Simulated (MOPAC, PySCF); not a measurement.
C2H5N, SMILES `C=NC`, neutral singlet in the gas phase. 

Cartesian coordinates (Å):
```xyz
8

C      1.2533    -0.3514    -0.0941
N      0.2536     0.0667    -0.7349
C     -0.9798     0.2909    -0.0106
H      1.2370    -0.5544     0.9856
H      2.1907    -0.5269    -0.6183
H     -1.7678    -0.3210    -0.4547
H     -1.2792     1.3338    -0.1350
H     -0.9077     0.0624     1.0619
```
Charge 0, multiplicity 1.

All levels are single points at this geometry (B3LYP-D3(BJ)/def2-TZVP); Pople sets use spherical d functions. Orbital energies aren't observables, and empty levels follow the basis.

HF/3-21G in PySCF gives gap (eV) = 15.53.

Task: Estimate the gap (eV) from each of these levels: B3LYP-D3(BJ)/def2-TZVP in PySCF; PBE-D3(BJ)/def2-TZVP in PySCF; B3LYP/3-21G in PySCF; B3LYP/6-311+G** in PySCF; B3LYP/6-31G* in PySCF; BP86/6-31G* in PySCF; M06-2X/6-31G* in PySCF; PBE/6-31G* in PySCF; SVWN5/6-31G* in PySCF; HF/6-31G* in PySCF; HF/STO-3G in PySCF; PM6 in MOPAC.

Result: 
```json
[
 {"level": "B3LYP-D3(BJ)/def2-TZVP in PySCF", "gap (eV)": "6.57"},
 {"level": "PBE-D3(BJ)/def2-TZVP in PySCF", "gap (eV)": "4.43"},
 {"level": "B3LYP/3-21G in PySCF", "gap (eV)": "6.61"},
 {"level": "B3LYP/6-311+G** in PySCF", "gap (eV)": "6.44"},
 {"level": "B3LYP/6-31G* in PySCF", "gap (eV)": "6.80"},
 {"level": "BP86/6-31G* in PySCF", "gap (eV)": "4.59"},
 {"level": "M06-2X/6-31G* in PySCF", "gap (eV)": "9.86"},
 {"level": "PBE/6-31G* in PySCF", "gap (eV)": "4.57"},
 {"level": "SVWN5/6-31G* in PySCF", "gap (eV)": "4.41"},
 {"level": "HF/6-31G* in PySCF", "gap (eV)": "15.62"},
 {"level": "HF/STO-3G in PySCF", "gap (eV)": "17.37"},
 {"level": "PM6 in MOPAC", "gap (eV)": "10.91"}
]
```
